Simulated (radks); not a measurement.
The cerium ion Ce+ inside a hard spherical wall (all orbitals vanish at R), configuration held at [Xe] 4f1 5d2 and not refilled when levels cross. Calculated with a radial shooting solver on a logarithmic mesh with Libxc functionals: scalar-relativistic Kohn-Sham, LDA (Slater exchange, VWN5 correlation), spin-unpolarised, spherical densities, point nucleus. Eigenvalues in eV, with the zero of energy where the potential of the charges vanishes at infinity; a dash marks a level that is unbound or too diffuse for the functional's potential to be trusted. A positive occupied level is held by the wall or, in an anion where self-interaction has pushed it up, behind a barrier. The pressure on the wall is -dE/dV.

| R (bohr) | E (hartree) | kinetic (hartree) | e(5s) | e(5p) | e(4f) | e(6s, empty) | e(5d) | e(6p, empty) | pressure (GPa) |
|---|---|---|---|---|---|---|---|---|---|
| free | -8853.6711 | 9382.114 | -44.711 | -27.387 | -9.577 | -7.867 | -7.409 | -4.921 | 0 |
| 15 | -8853.6711 | 9382.114 | -44.711 | -27.387 | -9.577 | -7.867 | -7.409 | -4.920 | < 0.0001 |
| 10 | -8853.6709 | 9382.117 | -44.688 | -27.366 | -9.554 | -7.838 | -7.389 | -4.787 | 0.00662 |
| 8 | -8853.6686 | 9382.134 | -44.549 | -27.233 | -9.412 | -7.610 | -7.257 | -4.206 | 0.109 |
| 5 | -8853.5856 | 9382.553 | -42.790 | -25.584 | -7.514 | -2.763 | -5.025 | 3.623 | 10.1 |
| 3 | -8851.7333 | 9391.402 | -31.114 | -12.868 | 6.369 | 43.001 | 14.184 | 59.899 | 974 |
| 2.5 | -8848.3077 | 9405.562 | -17.493 | 3.243 | 20.576 | 94.680 | 36.549 | 117.67 | 4300 |
| 1.5 | -8791.0095 | 9595.814 | 150.16 | 193.66 | 127.56 | 563.72 | 260.03 | 608.26 | 190000 |
